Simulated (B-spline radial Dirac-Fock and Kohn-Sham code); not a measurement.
Two-hole binding energies of Er²⁺

System: Er²⁺, 1s2 2s2 2p6 3s2 3p6 3d10 4s2 4p6 4d10 4f12 5s2 5p6.

Calculated with a radial finite-basis atomic code, using ΔSCF Dirac-Fock with Breit, self-energy and vacuum polarisation, finite nucleus, configuration average. U is the two-hole binding energy less the two single-hole energies, the effective repulsion of the holes after relaxation. Each two-hole energy is an average over J within one jj subconfiguration.

| holes | E(a) (eV) | E(b) (eV) | E(ab) (eV) | U (eV) |
| --- | --- | --- | --- | --- |
| 1s⁻¹ 2p1/2⁻¹ | 57498.0 | 9279.5 | 67131.4 | 353.9 |
| 1s⁻¹ 3d5/2⁻¹ | 57498.0 | 1426.1 | 59006.3 | 82.3 |
| 2p1/2⁻¹ 2p3/2⁻¹ | 9279.5 | 8373.1 | 17865.1 | 212.5 |
| 2p3/2⁻² | 8373.1 | 8373.1 | 16952.6 | 206.5 |
| 2s⁻¹ 3p1/2⁻¹ | 9773.1 | 2023.5 | 11874.6 | 77.9 |
| 2p1/2⁻¹ 3p3/2⁻¹ | 9279.5 | 1830.3 | 11186.4 | 76.6 |
| 2p3/2⁻¹ 3p1/2⁻¹ | 8373.1 | 2023.5 | 10477.0 | 80.4 |
| 2p3/2⁻¹ 3d3/2⁻¹ | 8373.1 | 1467.3 | 9924.9 | 84.5 |
| 3p3/2⁻² | 1830.3 | 1830.3 | 3711.2 | 50.6 |
| 3d3/2⁻¹ 3d5/2⁻¹ | 1467.3 | 1426.1 | 2954.7 | 61.2 |
| 4d3/2⁻² | 199.9 | 199.9 | ? | ? |
| 4d3/2⁻¹ 4d5/2⁻¹ | 199.9 | 192.1 | 415.4 | 23.4 |
| 4d5/2⁻² | 192.1 | 192.1 | 407.2 | 23.0 |
| 5p3/2⁻² | 43.99 | 43.99 | 101.8 | 13.8 |

**Question.** Give the missing two-hole energy and U.

**Answer.** E(ab) = 422.7 eV and U = 23.0 eV.
